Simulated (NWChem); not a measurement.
All runs are NWChem calculations. System: GeI2, charge 0, spin multiplicity 1, at a geometry optimised with B3LYP/def2-SVP with def2 effective core potentials on I. The structure started from a generated list of species. Level: PBE0/def2-TZVP with def2 effective core potentials on I.

The NWChem input:

```
start mol
memory heap 200 mb stack 900 mb global 1100 mb
geometry units angstroms nocenter noautoz
  Ge     0.000000     0.000000     1.227102
  I     -2.041421     0.000000    -0.370446
  I      2.041421     0.000000    -0.370446
  symmetry group C2v
end
basis spherical
  * library def2-tzvp
end
ecp
  I library def2-ecp
end
dft
  xc pbe0
  semidirect memsize 60000000 filesize 0
  iterations 100
end
task dft energy
```

Part of the output:

```
             Northwest Computational Chemistry Package (NWChem) 7.3.0
             --------------------------------------------------------

                                NWChem Input Module
                                -------------------

 Scaling coordinates for geometry "geometry" by  1.889725989
 (inverse scale =  0.529177249)

 Turning off AUTOSYM since
 SYMMETRY directive was detected!

                             Geometry "geometry" -> ""
                             -------------------------

 Output coordinates in angstroms (scale by  1.889725989 to convert to a.u.)

  No.       Tag          Charge          X              Y              Z
 ---- ---------------- ---------- -------------- -------------- --------------
    1 Ge                  32.0000     0.00000000     0.00000000     1.22710200
    2 I                   53.0000    -2.04142100     0.00000000    -0.37044600
    3 I                   53.0000     2.04142100     0.00000000    -0.37044600

 Effective nuclear repulsion energy (a.u.)    1056.5216748717

            Nuclear Dipole moment (a.u.)
            ----------------------------
        X                 Y               Z
 ---------------- ---------------- ----------------
     0.0000000000     0.0000000000    -0.0000226767

      Symmetry information
      --------------------

 Group name             C2v
 Group number             16
 Group order               4
 No. of unique centers     2

      Symmetry unique atoms

     1    2


 Summary of "ao basis" -> "" (spherical)
 ------------------------------------------------------------------------------
       Tag                 Description            Shells   Functions and Types
 ---------------- ------------------------------  ------  ---------------------
 *                         def2-tzvp                  on all atoms

                                 NWChem DFT Module
                                 -----------------

 Summary of "ao basis" -> "ao basis" (spherical)
 ------------------------------------------------------------------------------
       Tag                 Description            Shells   Functions and Types
 ---------------- ------------------------------  ------  ---------------------
 Ge                        def2-tzvp                16       48   6s5p4d1f
 I                         def2-tzvp                16       50   6s5p3d2f

 Summary of "ao basis" -> "ao basis" (spherical)
 ------------------------------------------------------------------------------
       Tag                 Description            Shells   Functions and Types
 ---------------- ------------------------------  ------  ---------------------
 Ge                        def2-tzvp                16       48   6s5p4d1f
 I                         def2-tzvp                16       50   6s5p3d2f

      Symmetry analysis of basis
      --------------------------

        a1         54
        a2         22
        b1         44
        b2         28

            General Information
            -------------------
          SCF calculation type: DFT
          Wavefunction type:  closed shell.
          No. of atoms     :     3
          No. of electrons :    82
           Alpha electrons :    41
            Beta electrons :    41
          Charge           :     0
          Spin multiplicity:     1
          Use of symmetry is: on ; symmetry adaption is: on
          Maximum number of iterations: 100
          AO basis - number of functions:   148
                     number of shells:    48
          Convergence on energy requested:  1.00D-06
          Convergence on density requested:  1.00D-05
          Convergence on gradient requested:  5.00D-04

              XC Information
              --------------
                         PBE0 Method XC Functional
                     Hartree-Fock (Exact) Exchange  0.250
          PerdewBurkeErnzerhof Exchange Functional  0.750
            Perdew 1991 LDA Correlation Functional  1.000 local
           PerdewBurkeErnz. Correlation Functional  1.000 non-local

             Grid Information
             ----------------
          Grid used for XC integration:  medium
          Radial quadrature: Mura-Knowles
          Angular quadrature: Lebedev.
          Tag              B.-S. Rad. Rad. Pts. Rad. Cut. Ang. Pts.
          ---              ---------- --------- --------- ---------
          Ge                  1.25      112          10.0       590
          I                   1.40      123          12.0       590
          Grid pruning is: on
          Number of quadrature shells:   235
          Spatial weights used:  Erf1

          Convergence Information
          -----------------------
          Convergence aids based upon iterative change in
          total energy or number of iterations.
          Levelshifting, if invoked, occurs when the
          HOMO/LUMO gap drops below (HL_TOL):  1.00D-02
          DIIS, if invoked, will attempt to extrapolate
          using up to (NFOCK): 10 stored Fock matrices.

                    Damping( 0%)  Levelshifting(0.5)       DIIS
                  --------------- ------------------- ---------------
          dE  on:    start            ASAP                start
          dE off:    2 iters        100 iters           100 iters

      Screening Tolerance Information
      -------------------------------
          Density screening/tol_rho:  1.00D-10
          AO Gaussian exp screening on grid/accAOfunc:  14
          CD Gaussian exp screening on grid/accCDfunc:  20
          XC Gaussian exp screening on grid/accXCfunc:  20
          Schwarz screening/accCoul:  1.00D-08

      Superposition of Atomic Density Guess
      -------------------------------------

 Sum of atomic energies:       -2769.62972550

      Non-variational initial energy
      ------------------------------

 Total energy =   -2668.791612
 1-e energy   =   -4744.742623
 2-e energy   =    1668.318747
 HOMO         =      -0.261574
 LUMO         =      -0.059299

      Symmetry analysis of molecular orbitals - initial
      -------------------------------------------------

  Numbering of irreducible representations:

     1 a1          2 a2          3 b1          4 b2

  Orbital symmetries:

     1 a1          2 a1          3 b1          4 a1          5 b2
     6 a1          7 b1          8 a1          9 a1         10 b1
    11 a1         12 b2         13 b1         14 a2         15 b1
    16 a1         17 b2         18 a1         19 b1         20 a1
    21 b2         22 a2         23 b1         24 a1         25 b2
    26 a2         27 b1         28 b1         29 a1         30 a2
    31 a1         32 b2         33 a1         34 b1         35 a1
    36 b1         37 a1         38 b2         39 a2         40 b1
    41 a1         42 b2         43 a1         44 b1         45 b1
    46 a1         47 a1         48 b2         49 b1         50 a2
    51 b2

------------------------------------------------------------
EAF file 0: "./mol.aoints.0" size=524288 bytes
------------------------------------------------------------
               write      read    awrite     aread      wait
               -----      ----    ------     -----      ----
     calls:        1         0         0         0         0
   data(b): 5.24e+05  0.00e+00  0.00e+00  0.00e+00
   time(s): 0.00e+00  0.00e+00  0.00e+00  0.00e+00  0.00e+00
rate(mb/s): 0.00e+00  0.00e+00
------------------------------------------------------------

   convergence    iter        energy       DeltaE   RMS-Dens  Diis-err    time
 ---------------- ----- ----------------- --------- --------- ---------  ------
 d= 0,ls=0.0,diis     1  -2672.1921875347 -3.08D+03  1.11D-02  6.26D-01     7.2
 d= 0,ls=0.0,diis     2  -2671.9956539048  1.97D-01  7.74D-03  1.70D+00     7.5
 d= 0,ls=0.0,diis     3  -2672.2638130789 -2.68D-01  9.51D-04  7.85D-02     7.9
 d= 0,ls=0.0,diis     4  -2672.2696308193 -5.82D-03  3.04D-04  8.60D-03     8.2
 d= 0,ls=0.0,diis     5  -2672.2702269275 -5.96D-04  8.98D-05  2.63D-04     8.5
  Resetting Diis
 d= 0,ls=0.0,diis     6  -2672.2702373433 -1.04D-05  3.58D-05  2.41D-05     8.8
 d= 0,ls=0.0,diis     7  -2672.2702419468 -4.60D-06  1.06D-05  5.01D-07     9.1
 d= 0,ls=0.0,diis     8  -2672.2702419071  3.97D-08  5.77D-06  9.39D-07     9.4

         Total DFT energy =    -2672.270241907103
      One electron energy =    -4744.141418865427
           Coulomb energy =     1787.504311754565
    Exchange-Corr. energy =     -123.265398700452
 Nuclear repulsion energy =      407.632263904210

 Numeric. integr. density =       82.000000576524

     Total iterative time =      6.6s

                  Occupations of the irreducible representations
                  ----------------------------------------------

                     irrep           alpha         beta
                     --------     --------     --------
                     a1               17.0         17.0
                     a2                5.0          5.0
                     b1               12.0         12.0
                     b2                7.0          7.0

                       DFT Final Molecular Orbital Analysis
                       ------------------------------------

 Vector   39  Occ=2.000000D+00  E=-2.870951D-01  Symmetry=a2
              MO Center=  7.4D-14, -2.2D-15, -3.2D-01, r^2= 6.1D+00
   Bfn.  Coefficient  Atom+Function         Bfn.  Coefficient  Atom+Function
  ----- ------------  ---------------      ----- ------------  ---------------
    65      0.397026  2 I  py               115     -0.397026  3 I  py
    59     -0.324103  2 I  py               109      0.324103  3 I  py
    62      0.255959  2 I  py               112     -0.255959  3 I  py
    68      0.189111  2 I  py               118     -0.189111  3 I  py
    56     -0.041212  2 I  py               106      0.041212  3 I  py

 Vector   40  Occ=2.000000D+00  E=-2.757761D-01  Symmetry=b1
              MO Center=  3.2D-14,  1.5D-15, -3.1D-01, r^2= 6.4D+00
   Bfn.  Coefficient  Atom+Function         Bfn.  Coefficient  Atom+Function
  ----- ------------  ---------------      ----- ------------  ---------------
    64      0.324812  2 I  px               114      0.324812  3 I  px
    58     -0.265763  2 I  px               108     -0.265763  3 I  px
    66     -0.245706  2 I  pz               116      0.245706  3 I  pz
    61      0.212217  2 I  px               111      0.212217  3 I  px
    60      0.201100  2 I  pz               110     -0.201100  3 I  pz

 Vector   41  Occ=2.000000D+00  E=-2.685612D-01  Symmetry=a1
              MO Center=  4.2D-14,  2.5D-16,  1.9D-01, r^2= 6.1D+00
   Bfn.  Coefficient  Atom+Function         Bfn.  Coefficient  Atom+Function
  ----- ------------  ---------------      ----- ------------  ---------------
    66     -0.351153  2 I  pz               116     -0.351153  3 I  pz
     6      0.335202  1 Ge s                 60      0.285557  2 I  pz
   110      0.285557  3 I  pz                 5      0.269899  1 Ge s
    63     -0.227478  2 I  pz               113     -0.227478  3 I  pz
    18      0.217052  1 Ge pz                69     -0.174856  2 I  pz

 Vector   42  Occ=0.000000D+00  E=-1.253420D-01  Symmetry=b2
              MO Center=  2.7D-14, -8.8D-16,  9.1D-01, r^2= 4.1D+00
   Bfn.  Coefficient  Atom+Function         Bfn.  Coefficient  Atom+Function
  ----- ------------  ---------------      ----- ------------  ---------------
    20      0.612721  1 Ge py                17      0.475370  1 Ge py
    11     -0.205403  1 Ge py                65     -0.186761  2 I  py
   115     -0.186761  3 I  py                68     -0.151560  2 I  py
   118     -0.151560  3 I  py                59      0.148706  2 I  py
   109      0.148706  3 I  py                62     -0.124072  2 I  py

 Vector   43  Occ=0.000000D+00  E=-5.747111D-02  Symmetry=a1
              MO Center=  7.1D-14,  2.2D-15,  5.5D-01, r^2= 6.3D+00
   Bfn.  Coefficient  Atom+Function         Bfn.  Coefficient  Atom+Function
  ----- ------------  ---------------      ----- ------------  ---------------
    21      0.744609  1 Ge pz                 6     -0.452976  1 Ge s
    18      0.397975  1 Ge pz                67      0.346310  2 I  px
   117     -0.346310  3 I  px                54      0.273815  2 I  s
   104      0.273815  3 I  s                  5     -0.270399  1 Ge s
    64      0.220749  2 I  px               114     -0.220749  3 I  px

 Vector   44  Occ=0.000000D+00  E=-3.594856D-02  Symmetry=b1
              MO Center= -4.0D-14,  3.8D-16,  6.8D-01, r^2= 6.2D+00
   Bfn.  Coefficient  Atom+Function         Bfn.  Coefficient  Atom+Function
  ----- ------------  ---------------      ----- ------------  ---------------
    19      0.928068  1 Ge px                16      0.425514  1 Ge px
    54      0.336869  2 I  s                104     -0.336869  3 I  s
    69      0.308057  2 I  pz               119     -0.308057  3 I  pz
    67      0.266474  2 I  px               117      0.266474  3 I  px
    66      0.201135  2 I  pz               116     -0.201135  3 I  pz

 center of mass
 --------------
 x =   0.00000000 y =   0.00000000 z =  -0.01908497

 moments of inertia (a.u.)
 ------------------
         521.753158356877           0.000000000000           0.000000000000
           0.000000000000        4298.829947749491           0.000000000000
           0.000000000000           0.000000000000        3777.076789392614

     Multipole analysis of the density
     ---------------------------------

     L   x y z        total         alpha         beta         nuclear
     -   - - -        -----         -----         ----         -------
     0   0 0 0     -0.000000    -41.000000    -41.000000     82.000000

     1   1 0 0      0.000000      0.000000      0.000000      0.000000
     1   0 1 0      0.000000      0.000000      0.000000      0.000000
     1   0 0 1      0.601244    -19.300527    -19.300527     39.202298

     2   2 0 0    -54.577871   -399.340244   -399.340244    744.102617
     2   1 1 0     -0.000000     -0.000000     -0.000000      0.000000
     2   1 0 1      0.000000      0.000000      0.000000      0.000000
     2   0 2 0    -51.824864    -25.912432    -25.912432      0.000000
     2   0 1 1      0.000000      0.000000      0.000000      0.000000
     2   0 0 2    -51.211502   -123.892958   -123.892958    196.574414

 Task  times  cpu:        9.4s     wall:        9.4s

 Total times  cpu:        9.4s     wall:        9.4s
```
